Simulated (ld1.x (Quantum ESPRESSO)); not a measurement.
Results of a calculation; reference values are marked as such.
**Potentials for boron compared**

Generated with ld1.x 7.5 (TM, RRKJ, ultrasoft, PAW), atompaw 4.2 or ONCVPSP 4.0.1. The cutoff is in Ry: for ld1.x and atompaw files where the sum of valence levels is converged to 10 mRy in a Bessel basis, for ONCV files where the hardest occupied wave has 1 mHa per electron of residual kinetic energy. The error is the largest all-electron minus pseudo excitation energy over each file’s own four to seven test configurations (ionisations up to +4, promotions, holes and added fractions of an electron), all of which were solved. The labels leave out finer settings (local radius, basis sizes, second energies), which also bear on the numbers. Spin-polarised tests are not counted. The rows are a selection from randomly drawn settings: files with unsolved tests, undetermined cutoffs or missed reference levels are left out.

| potential | cutoff (Ry) | largest error (meV) | bound ghosts |
| --- | --- | --- | --- |
| RRKJ, PBEsol, non-relativistic, rc 1.70/3.35 (sp), local p, core correction no, reference 2s2 2p1 | 21 | +356 | none |
| TM, PW91, non-relativistic, rc 1.55/2.15 (sp), local p, core correction yes, reference 2s1 2p2 | 21 | +155 | none |
| TM semilocal, PBE, non-relativistic, rc 1.30/2.65 (sp), local p, core correction no, reference 2s2 2p0 | 21 | +112 | none |
| RRKJ, Wu–Cohen, scalar-relativistic, rc 1.50/3.05/3.35 (spd), local smoothed, core correction no, reference 2s2 2p1 | 21 | +335 | none |
| RRKJ, PBE, non-relativistic, rc 1.25/2.90/2.45 (spd), local s, core correction yes, reference 2s2 2p0 | 21 | +200 | none |
| ultrasoft, PBE, non-relativistic, rc 1.70/2.40/2.25 (spd), local smoothed, core correction yes, reference 2s2 2p0.5 | 8 | +53 | none |
| RRKJ, PBE, fully relativistic, rc 1.30/2.30 (sp), local s, core correction no, reference 2s2 2p1 | 21 | +162 | none |
| TM semilocal, PBE, non-relativistic, rc 1.45/3.65/3.80 (spd), local d, core correction yes, reference 2s2 2p0 | 21 | +322 | none |

Q: Fill in the row for B: RRKJ, BLYP, non-relativistic, rc 1.15/3.20 (sp), local smoothed, core correction yes, reference 2s1 2p0.

A: cutoff 25 Ry, largest error +1584 meV, bound ghosts: none.
